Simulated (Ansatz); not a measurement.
Br2FHOSi, SMILES `O[Si](F)(Br)Br`, 6 atoms. The species carries charge 0 and has multiplicity 1. Correlated methods include outer-core shells of Br, which these sets cover unevenly. Scalar relativity is left out up to krypton. All runs use 4 threads of an Arm Neoverse V2 on a shared host. Correlated methods freeze the cores.

(1) How many basis functions does each run have, and how long does it take in Ansatz? RKS PBE0-D4/def2-TZVP frequencies; RKS B97M-V/def2-TZVPP energy; RKS PBE0-D4/def2-QZVPP energy; RKS SPW92 (LDA)/def2-TZVPP energy; RKS PBE-D4/def2-TZVPP energy and forces; RKS PBE0-D4/def2-SVP energy; direct RPA on PBE orbitals/def2-TZVPP energy; RKS ωB97M-V/def2-QZVPP energy; RKS ωB97M-V/def2-SVP energy; RHF-CCSD(T)/def2-SVP energy; RKS r2SCAN-D4/def2-TZVPP energy and forces; RKS PBE0-D4/def2-TZVP relaxation (11 steps). (Best estimate.)

Answers

(1) Computed: Other jobs shared the machine, so times are rough.

```
                                level                    job  functions  wall time  peak host memory (GiB)
           RKS SPW92 (LDA)/def2-TZVPP                 energy        214        1 s                    0.31
                 RKS PBE0-D4/def2-SVP                 energy        115      1.3 s                    0.28
                RKS PBE-D4/def2-TZVPP      energy and forces        214      2.1 s                    0.31
direct RPA on PBE orbitals/def2-TZVPP                 energy        214      4.1 s                    0.47
             RKS r2SCAN-D4/def2-TZVPP      energy and forces        214      4.2 s                    0.34
                 RKS ωB97M-V/def2-SVP                 energy        115      5.5 s                    0.41
                RKS B97M-V/def2-TZVPP                 energy        214        7 s                     0.4
                 RHF-CCSD(T)/def2-SVP                 energy        115        8 s                    0.55
               RKS PBE0-D4/def2-QZVPP                 energy        392        9 s                     1.9
               RKS ωB97M-V/def2-QZVPP                 energy        392       18 s                     2.1
                RKS PBE0-D4/def2-TZVP  relaxation (11 steps)        201       47 s                     0.7
                RKS PBE0-D4/def2-TZVP            frequencies        201      110 s                    0.71
```
